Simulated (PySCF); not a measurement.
SMILES C(=C/O)/[Si](C)(C)C, GFN2-xTB optimised geometry.

```
19

C      1.39    -1.32     0.00
Si    -0.52    -1.32     0.00
C     -1.16    -2.27     1.53
C     -1.16    -2.17    -1.59
C     -1.18     0.45     0.00
C     -0.93     1.32     0.97
O     -0.17     0.98     2.06
H      1.77    -0.80     0.87
H      1.79    -0.83    -0.88
H      1.79    -2.33     0.02
H     -0.80    -3.29     1.54
H     -0.83    -1.79     2.44
H     -2.25    -2.30     1.55
H     -0.81    -1.65    -2.48
H     -0.81    -3.19    -1.65
H     -2.24    -2.18    -1.62
H     -1.79     0.80    -0.82
H     -1.31     2.33     0.96
H     -0.09     1.73     2.66
```

Density from PySCF with PBE0/def2-SVP at that geometry.

Minimum of the electron density along straight lines between bonded atoms, close to the bond critical point (lines longer than 1.1 times the sum of covalent radii, or with two minima, are not listed):

```json
[
 {"bond": "C1–Si2", "length / Å": "1.909", "ρ at the minimum / e bohr⁻³": "0.109", "∇²ρ there / e bohr⁻⁵": "0.31", "position (fraction from the first atom)": "0.62"},
 {"bond": "Si2–C3", "length / Å": "1.909", "ρ at the minimum / e bohr⁻³": "0.109", "∇²ρ there / e bohr⁻⁵": "0.31", "position (fraction from the first atom)": "0.38"},
 {"bond": "Si2–C4", "length / Å": "1.909", "ρ at the minimum / e bohr⁻³": "0.109", "∇²ρ there / e bohr⁻⁵": "0.31", "position (fraction from the first atom)": "0.38"},
 {"bond": "Si2–C5", "length / Å": "1.890", "ρ at the minimum / e bohr⁻³": "0.109", "∇²ρ there / e bohr⁻⁵": "0.34", "position (fraction from the first atom)": "0.38"},
 {"bond": "C5–C6", "length / Å": "1.326", "ρ at the minimum / e bohr⁻³": "0.342", "∇²ρ there / e bohr⁻⁵": "-0.93", "position (fraction from the first atom)": "0.47"},
 {"bond": "C6–O7", "length / Å": "1.365", "ρ at the minimum / e bohr⁻³": "0.281", "∇²ρ there / e bohr⁻⁵": "?", "position (fraction from the first atom)": "0.33"},
 {"bond": "C1–H8", "length / Å": "1.085", "ρ at the minimum / e bohr⁻³": "0.273", "∇²ρ there / e bohr⁻⁵": "-0.98", "position (fraction from the first atom)": "0.63"},
 {"bond": "C1–H9", "length / Å": "1.086", "ρ at the minimum / e bohr⁻³": "0.271", "∇²ρ there / e bohr⁻⁵": "-0.96", "position (fraction from the first atom)": "0.62"},
 {"bond": "C1–H10", "length / Å": "1.086", "ρ at the minimum / e bohr⁻³": "0.271", "∇²ρ there / e bohr⁻⁵": "-0.96", "position (fraction from the first atom)": "0.62"},
 {"bond": "C3–H11", "length / Å": "1.086", "ρ at the minimum / e bohr⁻³": "0.271", "∇²ρ there / e bohr⁻⁵": "-0.96", "position (fraction from the first atom)": "0.62"},
 {"bond": "C3–H12", "length / Å": "1.085", "ρ at the minimum / e bohr⁻³": "0.273", "∇²ρ there / e bohr⁻⁵": "-0.98", "position (fraction from the first atom)": "0.63"},
 {"bond": "C3–H13", "length / Å": "1.086", "ρ at the minimum / e bohr⁻³": "0.271", "∇²ρ there / e bohr⁻⁵": "-0.96", "position (fraction from the first atom)": "0.62"},
 {"bond": "C4–H14", "length / Å": "1.085", "ρ at the minimum / e bohr⁻³": "0.271", "∇²ρ there / e bohr⁻⁵": "-0.96", "position (fraction from the first atom)": "0.62"},
 {"bond": "C4–H15", "length / Å": "1.085", "ρ at the minimum / e bohr⁻³": "0.271", "∇²ρ there / e bohr⁻⁵": "-0.96", "position (fraction from the first atom)": "0.62"},
 {"bond": "C4–H16", "length / Å": "1.085", "ρ at the minimum / e bohr⁻³": "0.271", "∇²ρ there / e bohr⁻⁵": "-0.96", "position (fraction from the first atom)": "0.62"},
 {"bond": "C5–H17", "length / Å": "1.079", "ρ at the minimum / e bohr⁻³": "0.276", "∇²ρ there / e bohr⁻⁵": "-1.01", "position (fraction from the first atom)": "0.62"},
 {"bond": "C6–H18", "length / Å": "1.087", "ρ at the minimum / e bohr⁻³": "0.284", "∇²ρ there / e bohr⁻⁵": "-1.09", "position (fraction from the first atom)": "0.64"},
 {"bond": "O7–H19", "length / Å": "0.962", "ρ at the minimum / e bohr⁻³": "0.360", "∇²ρ there / e bohr⁻⁵": "?", "position (fraction from the first atom)": "0.81"}
]
```

Fill in the missing entries.


- C6–O7, ∇²ρ there / e bohr⁻⁵: -0.25
- O7–H19, ∇²ρ there / e bohr⁻⁵: -2.36
